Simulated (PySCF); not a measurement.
C3H9NSi2, SMILES N1[SiH2]C(C)=C[SiH2]1.

Geometry optimised at B3LYP-D3(BJ)/def2-SVP. This is a generated structure with no PubChem entry under its InChIKey; it may be hypothetical.

Calculation: PySCF 2.14.0 with TDA-PBE/def2-SVPD.

Vertical excitations.  State labels are in the subgroup Cs.

Give excitation energies, oscillator strengths and character. (The exact figures need the calculation; the answer reports its results.)


| state | symmetry | energy (eV) | λ (nm) | f | main pairs |
|---|---|---|---|---|---|
| S1 | A' | 4.54 | 273 | 0.020 | HOMO→LUMO 99 % |
| S2 | A" | 5.40 | 229 | 0.008 | HOMO→LUMO+1 98 % |
| S3 | A" | 5.79 | 214 | 0.003 | HOMO−1→LUMO+1 87 % |
| S4 | A" | 5.86 | 212 | 0.001 | HOMO→LUMO+2 72 %, HOMO−2→LUMO 25 % |
| S5 | A" | 5.89 | 210 | 0.014 | HOMO−2→LUMO 60 %, HOMO→LUMO+2 28 %, HOMO−1→LUMO+1 10 % |
| S6 | A" | 6.30 | 197 | 0.002 | HOMO→LUMO+3 99 % |
| S7 | A" | 6.35 | 195 | 0.002 | HOMO−1→LUMO+2 100 % |
| S8 | A' | 6.42 | 193 | 0.157 | HOMO−1→LUMO 54 %, HOMO−2→LUMO+1 28 % |
| S9 | A' | 6.48 | 191 | 0.131 | HOMO−2→LUMO+1 70 %, HOMO−1→LUMO 21 % |
| S10 | A" | 6.53 | 190 | 0.005 | HOMO→LUMO+4 98 % |
| T1 | A' | 4.09 | 303 | 0 | HOMO−1→LUMO 98 % |
| T2 | A' | 4.42 | 280 | 0 | HOMO→LUMO 99 % |
| T3 | A" | 5.13 | 242 | 0 | HOMO→LUMO+1 100 % |
| T4 | A" | 5.25 | 236 | 0 | HOMO−2→LUMO 99 % |
Triplets are in the Tamm–Dancoff approximation.
